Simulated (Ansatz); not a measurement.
Consider the atomization: `I[SiH]1NCN1` → C• + 5 H• + I• + 2 N• + Si•.

Calculated with Ansatz (gas phase, PBE0-D4/def2-TZVP geometries, no zero-point term in ΔE). CCSD(T)/CBS adds triple-zeta CCSD(T) − MP2 to the extrapolated MP2 energy (def2 sets, frozen cores). This one scheme is used for every species, atoms too. For atomizations the MP2-based limit and the directly extrapolated one differ by several kJ/mol either way, and by 10 to 25 for some Ge, Se and Sn compounds, so smaller differences from it don't rank the levels. Functionals use def2-TZVPP. B3LYP here is the variant with VWN-RPA as its local correlation; programs differ in this. HSE06 is defined as in plane-wave codes. Open shells (•) are unrestricted, without spin–orbit coupling. Spin–orbit coupling would lower the free atoms: a little for C, Si; strongly for I. def2 core potentials past Kr. Bonds to I are less sure, by a few kJ/mol each and by 10 to 20 or more in all where they break to atoms, as the def2 sets lack core-valence functions.

`I[SiH]1NCN1`:

Cartesian coordinates in Å:
```
I -1.236 -2.452 -1.399
Si 0.019 -1.120 0.256
N 1.097 0.065 -0.356
C 0.149 1.131 -0.001
N -0.731 0.307 0.839
H 0.510 -2.131 1.213
H 1.617 0.132 -1.212
H 0.629 1.936 0.569
H -0.363 1.560 -0.872
H -1.691 0.573 0.963
```

```
             level  ΔE (kcal/mol)  difference from CCSD(T)/CBS
       LDA (SPW92)          972.5                        133.2
            PBE-D4          859.6                         20.3
         revPBE-D4          836.4                         -2.9
           BLYP-D4          838.3                         -1.0
         r2SCAN-D4          835.2                         -4.1
            B97M-V          835.8                         -3.5
           PBE0-D4          841.5                          2.2
        r2SCAN0-D4          821.2                        -18.1
          HSE06-D4          842.4                          3.1
          BHLYP-D4          810.3                        -29.0
      CAM-B3LYP-D4          840.7                          1.4
           ωB97X-V          843.7                          4.4
           ωB97M-V          840.8                          1.5
            B2PLYP          826.3                        -13.0
          PBE-QIDH          831.5                         -7.8
               PBE          853.1                         13.8
            revPBE          817.8                        -21.5
              BLYP          824.2                        -15.1
            r2SCAN          833.7                         -5.6
              PBE0          836.0                         -3.3
             B3LYP          827.4                        -11.9
           r2SCANh          827.8                        -11.5
           r2SCAN0          819.3                        -20.0
             HSE06          837.2                         -2.1
             BHLYP          801.8                        -37.5
         CAM-B3LYP          835.1                         -4.2
           LC-ωPBE          834.8                         -4.5
       HF/def2-SVP          561.3                       -278.0
     CCSD/def2-SVP          756.5                        -82.8
     HF/def2-TZVPP          565.3                       -274.0
    MP2/def2-TZVPP          825.9                        -13.4
SCS-MP2/def2-TZVPP          823.9                        -15.4
   CCSD/def2-TZVPP          792.0                        -47.3
CCSD(T)/def2-TZVPP          807.8                        -31.5
     HF/def2-QZVPP          567.4                       -271.9
    MP2/def2-QZVPP          844.7                          5.4
SCS-MP2/def2-QZVPP          845.0                          5.7
      HF/CBS(def2)          567.8                       -271.5
     MP2/CBS(def2)          857.4                         18.1
    CCSD/CBS(def2)          823.5                        -15.8
       CCSD(T)/CBS          839.3                            0
```

Largest T1 diagnostic among the species: 0.012.

From BLYP to BHLYP (50 % exact exchange), in def2-TZVPP and without D4, ΔE moves by −22.5 kcal/mol: exact exchange takes away binding that semilocal exchange gives to molecules. At CCSD(T), def2-SVP lies −72.3 kcal/mol from the extrapolated value and def2-TZVPP −31.5 kcal/mol: correlation converges slowly with the basis, and small sets miss more of it in the bonded molecule than in its fragments. Leaving LDA and LC-ωPBE aside and taking each functional with its dispersion term where it has one, the values spread over 49.3 kcal/mol, from BHLYP-D4 to PBE-D4. LDA lies +119.4 kcal/mol from PBE without D4, its usual overbinding.
